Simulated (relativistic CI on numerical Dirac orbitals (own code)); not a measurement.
# Spin-allowed bands of a d3 ion in an octahedral site, by hand

Problem. A d3 ion in an octahedral site has a 4A2 ground term and spin-allowed bands at ν1 = 26600 and ν2 = 34899 cm⁻¹ (from a computed ligand-field model). Find Δ and the Racah parameter B, and predict the third band.

Working.
1. The F term splits into A2 (−1.2Δ), T2 (−0.2Δ) and T1 (+0.6Δ), so ν1 = E(T2) − E(A2) = Δ = 26600 cm⁻¹.
2. T1(F) mixes with T1(P), which lies at 15B, through an element 0.4Δ. The two roots, counted from A2, are ν2,3 = ½(15B + 3Δ) ∓ ½√[(15B − Δ)² + 12BΔ].
3. Solving the lower root for B gives B = (2ν1² + ν2² − 3ν1ν2)/(15ν2 − 27ν1) = -151879999/-194715 = 780 cm⁻¹.
4. The sum of the roots is 15B + 3Δ, so ν3 = 15B + 3ν1 − ν2 = 56601 cm⁻¹ (177 nm).

Check. The bands were computed by exact diagonalisation of the d3 shell with B = 780 and Δ = 26600 cm⁻¹, which gives ν3 = 56601 cm⁻¹. C does not enter the terms of highest spin.
